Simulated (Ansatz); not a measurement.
Consider the redistribution: `[SiH3][N]([SiH3])[ZnH]` + `Cl[BH][GaH2]` → `Cl[BH][ZnH]` + `[SiH3][N]([SiH3])[GaH2]`.

Computed with Ansatz on PBE0-D4/def2-TZVP structures; ΔE is electronic, products minus reactants. CBS: MP2 limit from def2 TZ/QZ plus the TZ coupled-cluster correction, frozen cores. Functionals use def2-TZVPP. B3LYP here is the variant with VWN-RPA as its local correlation; programs differ in this. HSE06 is defined as in plane-wave codes. For Ga, Zn outer-core shells are correlated without core-valence functions, which leaves a few kJ/mol of doubt a bond. Scalar relativity is left out up to krypton.

```
             level  ΔE (kJ/mol)  difference from CCSD(T)/CBS
       LDA (SPW92)         -7.8                          0.1
         revPBE-D4         -8.2                         -0.3
        r2SCAN0-D4         -4.5                          3.4
      CAM-B3LYP-D4         -8.5                         -0.6
           ωB97M-V        -10.4                         -2.5
          PBE-QIDH         -6.4                          1.5
              PBE0         -5.5                          2.4
             B3LYP         -6.5                          1.4
             HSE06         -5.4                          2.5
           LC-ωPBE         -4.6                          3.3
       HF/def2-SVP         -2.4                          5.5
     HF/def2-TZVPP         -3.8                          4.1
   CCSD/def2-TZVPP         -7.5                          0.4
     HF/def2-QZVPP         -2.3                          5.6
SCS-MP2/def2-QZVPP         -7.9                          0.0
    CCSD/CBS(def2)         -6.6                          1.3
       CCSD(T)/CBS         -7.9                            0
```

Largest T1 diagnostic among the species: 0.015.

The D4 term adds −3.0 kJ/mol with B3LYP and −1.6 kJ/mol with PBE0; it sums over pairs of atoms, weighted by their polarisabilities, and B3LYP, whose exchange is more repulsive, gets the larger term. At CCSD(T), def2-SVP lies −3.3 kJ/mol from the extrapolated value and def2-TZVPP −0.9 kJ/mol. In def2-TZVPP, CCSD(T) changes the Hartree–Fock value by −5.0 kJ/mol (the triples alone add −1.3 kJ/mol) and MP2 by −5.2 kJ/mol.

CCSD(T)/CBS has its own doubt, a few kJ/mol and more with outer-core shells, so smaller differences from it don't rank the levels.
